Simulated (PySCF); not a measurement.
Molecule: `CCO[SiH2]S[SiH3]`, C2H10OSSi2.

Molfile (atoms numbered from 1):
```
C2H10OSSi2
     RDKit          3D

 16 15  0  0  0  0  0  0  0  0999 V2000
   -2.4838    0.5299    0.5345 C   0  0  0  0  0  0  0  0  0  0  0  0
   -1.2150   -0.2633    0.3110 C   0  0  0  0  0  0  0  0  0  0  0  0
   -0.2064    0.0817    1.2385 O   0  0  0  0  0  0  0  0  0  0  0  0
    0.8644    1.3385    1.0852 Si  0  0  0  0  0  4  0  0  0  0  0  0
    1.9416    1.1794   -0.7684 S   0  0  0  0  0  0  0  0  0  0  0  0
    2.5663   -0.8733   -0.5564 Si  0  0  0  0  0  4  0  0  0  0  0  0
   -3.2713    0.2013   -0.1607 H   0  0  0  0  0  0  0  0  0  0  0  0
   -2.8492    0.3921    1.5630 H   0  0  0  0  0  0  0  0  0  0  0  0
   -2.3168    1.6060    0.3715 H   0  0  0  0  0  0  0  0  0  0  0  0
   -0.8470   -0.1217   -0.7227 H   0  0  0  0  0  0  0  0  0  0  0  0
   -1.4096   -1.3407    0.4375 H   0  0  0  0  0  0  0  0  0  0  0  0
    1.7658    1.2188    2.2590 H   0  0  0  0  0  0  0  0  0  0  0  0
    0.2139    2.6800    1.0286 H   0  0  0  0  0  0  0  0  0  0  0  0
    3.7089   -1.0643   -1.4936 H   0  0  0  0  0  0  0  0  0  0  0  0
    3.0016   -1.1382    0.8466 H   0  0  0  0  0  0  0  0  0  0  0  0
    1.4671   -1.8148   -0.9195 H   0  0  0  0  0  0  0  0  0  0  0  0
  1  2  1  0
  2  3  1  0
  3  4  1  0
  4  5  1  0
  5  6  1  0
  1  7  1  0
  1  8  1  0
  1  9  1  0
  2 10  1  0
  2 11  1  0
  4 12  1  0
  4 13  1  0
  6 14  1  0
  6 15  1  0
  6 16  1  0
M  END
```

Geometry PBE0-D3(BJ)/def2-SVP throughout; GIAO in PySCF, gas phase, one conformer, non-relativistic; equivalent atoms averaged; basis pcSseg-1.

For orientation, BHandHLYP gives these absolute shieldings σ: C2 126.4, C1 165.5, O3 287.6, Si4 374.1, Si6 406.8, H12/H13 26.48, H14/H15/H16 27.03, H10/H11 27.80, H7/H8/H9 30.19 ppm.

A run gave: C2 125.3, C1 166.5, O3 276.3, Si4 364.6, Si6 401.4, H12/H13 25.96, H14/H15/H16 26.64, H10/H11 27.51, H7/H8/H9 30.05 ppm (absolute shieldings σ).

Which functional was used in that run?
A. BLYP
B. HF
C. PBE0
D. BP86
E. CAM-B3LYP

## Answers

C. Si4 tells them apart best: PBE0 gives 364.6, HF gives 412.5, BLYP gives 341.9, BP86 gives 348.1, CAM-B3LYP gives 357.2 ppm.
